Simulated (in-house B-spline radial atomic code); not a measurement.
Excitations of neutral beryllium by several methods

Full response, energies in eV; labels give the largest channel, * marks a mixed state, a dash one above the method's threshold, and an imaginary frequency an unstable closed-shell reference. Computed with a B-spline radial code for spherical atoms: linear response of the closed shell [He] 2s2 with each method's own kernel (bare exchange for TDHF, static screening on G0W0 levels for BSE, the adiabatic kernel for functionals); non-relativistic, point nucleus, no spin-orbit coupling, no double excitations, S, P, D and F terms only.

```tsv
method	2s → 2p 3P	2s → 2p 1P	2s → 3s 3S	α (bohr³)
TDHF	imaginary	4.798	5.485	45.62
BSE on G0W0@HF	2.961	5.800	6.415	36.59
LDA VWN5	2.361	4.821	-	43.8
PBE	1.892	4.890	5.421	42.9
PBE0	1.793	4.917	5.676	42.97
B3LYP (VWN-RPA)	?	?	?	?
CAM-B3LYP	2.033	4.870	5.857	43.17
LC-wPBE	?	?	?	?
wB97X	2.275	4.882	5.982	44.67
HSE06	1.783	4.918	5.717	43.03
BHandHLYP	1.966	4.862	5.794	43.47
BLYP	2.089	4.813	5.295	43.36
PBEsol	2.032	4.865	-	43.52
BP86	1.931	4.881	5.527	43.36
LDA exchange-only	1.174	-	-	47.13
B97-1	2.409	4.917	5.562	42.86
RPBE	1.894	4.897	5.390	42.89
OLYP	2.213	4.843	5.211	43.03
```

(1) What does LC-wPBE give?

(2) What does B3LYP (VWN-RPA) give?

(3) How do the methods fare for 2s → 2p 3P against experiment?

(4) How do the methods fare for 2s → 2p 1P against experiment?

Results:

(1) 2s → 2p 3P: 1.583; 2s → 2p 1P: 4.941; 2s → 3s 3S: 6.130; α: 42.81 (eV, bohr³).

(2) 2s → 2p 3P: 2.087; 2s → 2p 1P: 4.857; 2s → 3s 3S: 5.624; α: 43.21 (eV, bohr³).

(3) The measured term average is 2.725 eV (NIST). Among the methods with a real root, errors run from -1.55 eV (LDA exchange-only) to +0.24 eV (BSE on G0W0@HF); BSE on G0W0@HF is closest (+0.24 eV).

(4) The measured term average is 5.277 eV (NIST). Among the methods with a real root, errors run from -0.48 eV (TDHF) to +0.52 eV (BSE on G0W0@HF); LC-wPBE is closest (-0.34 eV).
